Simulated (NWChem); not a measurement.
# NWChem input wanted

CH5BN2: 9 atoms, total charge 0, spin state singlet. SMILES: `NC1BN1`. The shape is that of a PBE0-D4/def2-TZVP optimisation. This is one conformer, not always the lowest. The run starts from this shape.

```tsv
atom	x (Å)	y (Å)	z (Å)
N	0.0344	1.4139	0.2681
C	0.0242	0.1904	-0.4750
B	0.7159	-1.0953	0.0773
N	-0.6178	-0.9712	0.1494
H	0.9695	1.7599	0.4284
H	-0.5063	2.1434	-0.1748
H	-0.2007	0.2963	-1.5380
H	1.6428	-1.7757	0.3618
H	-1.5460	-1.1886	0.4637
```

Settings wanted:

```json
{
  "task": "optimise",
  "method": "DFT",
  "functional": "PBE0",
  "basis set": "def2-SVP",
  "reference": "RKS",
  "relativity": "none",
  "integration grid": "fine",
  "SCF convergence threshold": "1e-07",
  "iteration cap": "100",
  "symmetry": "auto",
  "opt iter": "60",
  "temperatures": "(298.15, 400, 700) K",
  "module": "dft",
  "coordinates": "internal"
}
```

Give an NWChem 7.3.0 job that does this.

This one ran through:

struct.xyz:
```
9
CH5BN2 PBE0
N      0.142900     1.194400    -0.640600
C     -0.364200    -0.077200    -0.222300
B      0.591200    -1.194100     0.303200
N     -0.130500    -0.469900     1.171500
H      0.784000     1.117400    -1.417000
H     -0.589900     1.842600    -0.892400
H     -1.366400    -0.317200    -0.582700
H      1.414200    -2.039000     0.194700
H     -0.392800    -0.103200     2.068300
```

struct.nw:
```
start struct
title "CH5BN2 PBE0"
memory total 2200 mb

geometry units angstrom
 load format xyz struct.xyz
end

basis spherical bse
 * library def2-SVP
end

dft
 xc pbe0
 grid fine
 convergence energy 1e-07
 iterations 100
 mulliken
 print low
end

driver
 maxiter 60
end

freq
 temp 3 298.15 400 700
end

task dft optimize
task dft frequencies
```

```bash
$ nwchem struct.nw > struct.out
```

Calculated total energy at the end of the run: -175.09770 Eh.
